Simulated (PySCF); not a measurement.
C₂H₉AsGeO.
Z-matrix (Å and degrees, PBE0-D3(BJ)/def2-SVP geometry), rows numbered from 1:
```
C 
C   1  1.5112
O   2  1.4065  1  108.99
Ge  3  1.7855  2  119.80  1  -177.59
As  4  2.4093  3  103.35  2   177.74
H   1  1.1006  2  110.94  3  -179.55
H   1  1.1001  2  110.24  3   -59.15
H   1  1.1002  2  110.29  3    59.99
H   2  1.1096  1  109.77  3  -121.61
H   2  1.1096  1  109.86  3   121.62
H   4  1.5470  3  108.55  2   -59.41
H   4  1.5473  3  108.74  2    59.87
H   5  1.5250  4   91.99  3    81.95
H   5  1.5282  4   90.99  3   173.85
```

Level of theory: PBE0-D3(BJ)/def2-SVP geometry optimisation, gas phase in PySCF 2.14.0.

Take the most abundant isotopes and a rigid rotor. The values belong to one conformer with, in the numbering `[CH3:1][CH2:2][O:3][GeH2:4][AsH2:5]`, C1–C2–O3–Ge4 -178°, C2–O3–Ge4–As5 178°, O3–Ge4–As5–H 82° and 174°.

**Question.** What are A, B and C (GHz)?

**Answer.** Ia = 113.35, Ib = 635.49, Ic = 731.40 u·Å²; 505379 MHz·u·Å²/I gives 4459, 795.3 and 691.0 MHz, that is A = 4.4585, B = 0.7953, C = 0.6910 GHz.

**Question.** What kind of rotor is it?

**Answer.** A near-prolate asymmetric top: κ = (2 × 795.3 − 4459 − 691.0)/(4459 − 691.0) = -0.94.

**Question.** What does the inertial defect say?

**Answer.** Not planar: Δ = Ic − Ia − Ib = -17.44 u·Å². For a rigid frame Δ = −2 Σ m c², so Σ m c² = 8.72 u·Å² lies off the ab plane: 8.66 from hydrogen and 0.06 from heavier atoms. The atom farthest from that plane is 1.49 Å away.

**Question.** Give the coordinates in the principal-axis frame, origin at the centre of mass.

**Answer.** The sense of each axis is arbitrary; atoms in the order of the calculation.
| atom | mass (u) | a (Å) | b (Å) | c (Å) |
| --- | --- | --- | --- | --- |
| C1 | 12.000 | -3.741 | 1.253 | -0.019 |
| C2 | 12.000 | -2.864 | 0.023 | 0.004 |
| O3 | 15.995 | -1.516 | 0.423 | 0.033 |
| Ge4 | 73.921 | -0.224 | -0.809 | -0.001 |
| As5 | 74.922 | 1.796 | 0.503 | -0.023 |
| H6 | 1.008 | -4.806 | 0.977 | -0.034 |
| H7 | 1.008 | -3.551 | 1.873 | 0.870 |
| H8 | 1.008 | -3.523 | 1.861 | -0.909 |
| H9 | 1.008 | -3.072 | -0.603 | -0.889 |
| H10 | 1.008 | -3.110 | -0.600 | 0.889 |
| H11 | 1.008 | -0.396 | -1.736 | 1.225 |
| H12 | 1.008 | -0.359 | -1.636 | -1.302 |
| H13 | 1.008 | 1.750 | 0.697 | 1.489 |
| H14 | 1.008 | 2.649 | -0.758 | 0.114 |

**Question.** Which types of transition are allowed, and where do some lines up to J = 2 fall?

**Answer.** The dipole components are |μa| = 0.23 D, |μb| = 1.25 D, |μc| = 0.31 D. The squared components, which scale the intensities, stand as 0.03 : 1.00 : 0.06 (a : b : c). Some lines, for components of 0.1 D or more:

```tsv
type	branch	J(Ka,Kc)	MHz	lower level (cm⁻¹)
a	R	1(0,1) ← 0(0,0)	1486	0.000
a	R	2(1,2) ← 1(1,1)	2868	0.172
a	R	2(0,2) ← 1(0,1)	2970	0.050
a	R	2(1,1) ← 1(1,0)	3077	0.175
c	Q	2(1,2) ← 2(0,2)	3561	0.149
c	Q	1(1,1) ← 1(0,1)	3663	0.050
b	Q	1(1,0) ← 1(0,1)	3768	0.050
b	R	1(1,1) ← 0(0,0)	5150	0.000
c	R	1(1,0) ← 0(0,0)	5254	0.000
b	R	2(1,2) ← 1(0,1)	6531	0.050
c	R	2(1,1) ← 1(0,1)	6844	0.050
c	Q	2(2,1) ← 2(1,1)	10990	0.278
b	Q	2(2,1) ← 2(1,2)	11303	0.267
b	R	2(2,1) ← 1(1,0)	14067	0.175
c	R	2(2,0) ← 1(1,0)	14069	0.175
c	R	2(2,1) ← 1(1,1)	14171	0.172
b	R	2(2,0) ← 1(1,1)	14173	0.172
```

Whether it is a minimum is left open (no frequencies). Constants of a rigid frame at the computed geometry: no zero-point averaging, no centrifugal distortion. A rigid rotor knows nothing of internal rotation, which can split or shift real lines. Quadrupole hyperfine structure (75As) is left out.

On Arm Neoverse V1, one thread, shared host with 32 logical CPUs at a one-minute load of 26, this took 2.0 min and 0.71 GiB of memory at its peak. These figures are those of the optimisation.
